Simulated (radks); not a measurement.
Results of a calculation; reference values are marked as such.
The tungsten ion W2+, 72 electrons, occupied as [Xe] 4f14 5d3.5 6d0.5 (fractional occupations, a model configuration). Level of theory: scalar-relativistic Kohn-Sham, B86b exchange with PBE correlation, spin-polarised, spherical densities, finite nucleus; open shells are filled with parallel spins first (spin-orbit coupling, left out, can overturn this in heavy ions); Fermi nuclear charge, rms radius 5.3658 fm (a radial shooting solver on a logarithmic mesh with Libxc functionals).

Unscreened Slater integrals over Kohn-Sham orbitals (cm^-1). They are taken over the spin-up orbitals.

F0(6d,6d): 37621
F2(6d,6d): 20397
F4(6d,6d): 13903
F0(6d,5d): 48090
F2(6d,5d): 11044
F4(6d,5d): 5004.0
G0(6d,5d): 2924.6
G2(6d,5d): 3669.2
G4(6d,5d): 2957.3
F0(6d,4f): 51673
F2(6d,4f): 4191.0
F4(6d,4f): 1748.1
G1(6d,4f): 1327.6
G3(6d,4f): 1235.3
G5(6d,4f): 983.09
F0(6d,5p): 49868
F2(6d,5p): 8461.7
G1(6d,5p): 5726.5
G3(6d,5p): 3860.9
F0(5d,5d): 109560
F2(5d,5d): 56929
F4(5d,5d): 37508
F0(5d,4f): 141640
F2(5d,4f): 32251
F4(5d,4f): 15070
G1(5d,4f): 12542
G3(5d,4f): 10810
G5(5d,4f): 8392.0
F0(5d,5p): 126950
F2(5d,5p): 61281
G1(5d,5p): 72166
G3(5d,5p): 44464
F0(4f,4f): 332770
F2(4f,4f): 160400
F4(4f,4f): 101110
F6(4f,4f): 72874
F0(4f,5p): 193730
F2(4f,5p): 61802
G2(4f,5p): 27573
G4(4f,5p): 22131
F0(5p,5p): 158430
F2(5p,5p): 85438

Derived for the open shells (J is the average intra-shell exchange parameter used in DFT+U). 5d: Racah B = F2/49 - 5 F4/441 = 736.5 cm^-1, C = 35 F4/441 = 2977 cm^-1, C/B = 4.04, F4/F2 = 0.659, J = (F2 + F4)/14 = 6745 cm^-1. 6d: Racah B = F2/49 - 5 F4/441 = 258.6 cm^-1, C = 35 F4/441 = 1103 cm^-1, C/B = 4.27, F4/F2 = 0.682, J = (F2 + F4)/14 = 2450 cm^-1.
